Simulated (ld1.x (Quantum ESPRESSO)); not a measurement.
## Before and after: TM potential for P

ld1.x (Quantum ESPRESSO) 7.5 input, shortened:

```
&input
   title='P', zed=15., rel=1, dft='WC', iswitch=3,
   config='[Ne] 3s2 3p3'
 /
 &inputp
   pseudotype=2, tm=.true., lloc=-1, rcloc=1.45,
   nlcc=.true., new_core_ps=.true.
 /
2
3S  1  0   2.00   0.00  1.30  1.30  0.0
3P  2  1   3.00   0.00  1.55  1.55  0.0
 &test
   configts(1)='3s2 3p3'
 /
```

Change: functional PBE.

Cutoffs: the cutoffs (Ry, on a coarse ladder) from which the occupation-weighted sum of valence levels, in a spherical-Bessel basis at the reference potential, stays within 10 and 1 mRy of its value at 400 Ry; they do not see the model core or the augmentation charge, which bear on the density cutoff. Errors are all-electron minus pseudo energies relative to the spin-unpolarised reference configuration.

Problem. How do hardness, ghosts and transferability respond?

Solution. The potential gets neither clearly harder nor softer (35 Ry and 80 Ry → 35 Ry and 80 Ry); of the 7 tests that both files solve, the error grows in 0 and shrinks in 2 by more than 15 % and 0.3 meV (median size 6.3 → 6.9 meV); neither file shows a bound ghost.

| quantity | base | changed |
| --- | --- | --- |
| cutoff, loose | 35 Ry | 35 Ry |
| cutoff, tight | 80 Ry | 80 Ry |
| bound ghosts | none | none |
| error for 3s2 3p2, meV [ΔE 9.71 → 9.73 eV] | +4.1 | +3.9 |
| error for 3s2 3p1, meV [ΔE 28.85 → 28.88 eV] | +29 | +27 |
| error for 3s2 3p0, meV [ΔE 58.60 → 58.62 eV] | +98 | +91 |
| error for 3s1 3p3, meV [ΔE 18.81 → 18.85 eV] | +6.3 | +6.9 |
| error for 3s1 3p4, meV [ΔE 8.52 → 8.53 eV] | -1.1 | -0.8 |
| error for 3s1 3p0, meV [ΔE 110.59 → 110.62 eV] | +202 | +191 |
| error for 3s0 3p5, meV [ΔE 17.17 → 17.20 eV] | -5.0 | -3.5 |
| s: phases at 1.71 bohr within 0.05 rad from the reference energy up to (Ry; the scan ends near 5) | 2.0 | 2.1 |
| p: phases at 1.71 bohr within 0.05 rad from the reference energy up to (Ry; the scan ends near 5) | 4.5 | 4.5 |
